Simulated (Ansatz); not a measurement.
`[F][GaH][O][GeH3]` + H₂ → `[GaH2][O][GeH3]` + H–F at 400 K and 1 bar (hydrogenolysis of a Ga–F bond).

Program: Ansatz. Geometries: PBE0-D4/def2-TZVP. ΔE: electronic, gas phase. CCSD(T)/CBS is the MP2 limit (def2-TZVPP, def2-QZVPP) plus CCSD(T) − MP2 in def2-TZVPP, frozen cores. This one scheme is used for every species. For Ga, Ge outer-core shells are correlated without core-valence functions, which leaves a few kJ/mol of doubt a bond. Scalar relativity is left out up to krypton. Each species was taken in one conformer, which may not be the lowest.

| species | CCSD(T)/CBS energy (Eh) | H − E (kJ/mol) | S (J/(mol·K)) |
| --- | --- | --- | --- |
| `[F][GaH][O][GeH3]` | -4177.50205 | 127.9 | 399.0 |
| H₂ | -1.17544 | 38.0 | 139.0 |
| `[GaH2][O][GeH3]` | -4078.25260 | 136.1 | 371.4 |
| H–F | -100.39570 | 36.5 | 182.2 |

H − E and S are ideal-gas, rigid-rotor, harmonic terms from PBE0-D4/def2-TZVP, for one conformer and one mirror image of each species. For small species the MP2-based limit differs from directly extrapolated CCSD(T) by up to some mEh (0.8 for H₂); such offsets cancel only in part. 1 Eh = 2625.50 kJ/mol, R = 8.31446 J/(mol·K).

**Question.** By hand: ΔE, ΔH, ΔS and ΔG.

**Answer.** ΔE = (-4078.25260) + (-100.39570) − (-4177.50205) − (-1.17544) = 0.02919 Eh = 76.6 kJ/mol. Δ(H − E) = 136.1 + 36.5 − 127.9 − 38.0 = 6.7, so ΔH = 83.3 kJ/mol. ΔS = 371.4 + 182.2 − 399.0 − 139.0 = 15.6 J/(mol·K). ΔG = 83.3 − 400 × (15.6)/1000 = 77.1 kJ/mol.

**Question.** By hand: the equilibrium constant, and the temperature at which ΔG would vanish if ΔH and ΔS stayed fixed.

**Answer.** log₁₀ K = −ΔG/(RT ln 10) = -10.1. ΔG = 0 at ΔH/ΔS = 5340 K, far beyond where these terms or the molecules hold.

ΔH outweighs TΔS. A doubt of 5 kJ/mol in ΔE shifts log₁₀ K by 0.7 here. Other conformers and mirror images would add mixing entropy, several J/(mol·K) or more a flexible species. Modes under 60 cm⁻¹, often nearly free rotors, make the harmonic entropy too high. These are equilibria of isolated gas molecules and say nothing of rates. Largest T1 diagnostic: 0.014 (customary marks: 0.02 for closed shells, 0.045 for open ones).
